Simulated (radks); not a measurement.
Problem. These are the eigenvalues of the occupied orbitals of an atom or ion with whole-number occupations (hartree). Calculated with a radial shooting solver on a logarithmic mesh with Libxc functionals: Dirac Kohn-Sham, PBE, spin-unpolarised, spherical densities, finite nucleus; Fermi nuclear charge, rms radius of each element as measured or else 0.836 A^(1/3) + 0.57 fm.

| orbital | eigenvalue |
|---|---|
| 1s1/2 | -1926.930 |
| 2s1/2 | -338.9521 |
| 2p1/2 | -323.2827 |
| 2p3/2 | -295.8538 |
| 3s1/2 | -93.33357 |
| 3p1/2 | -86.54570 |
| 3p3/2 | -80.83759 |
| 3d3/2 | -69.17796 |
| 3d5/2 | -67.93180 |
| 4s1/2 | -35.32288 |
| 4p1/2 | -32.57561 |
| 4p3/2 | -31.07948 |
| 4d3/2 | -26.51439 |
| 4d5/2 | -26.21143 |

Which element is it, and in what charge state? The configuration may be excited. Open shells, if any, fill j = l - 1/2 first.

Solution. Z = 65, terbium, charge +22: Tb22+ in [Kr] 4d7. The list shows which subshells hold electrons but not how many an open one holds; the 1s level, -1926.9 hartree, gives Z - s = 62.1 by -(Z - s)^2/2, which with screening and relativity narrows Z to a few neighbours, and the depths of the outer levels then fix element, charge and occupations together.
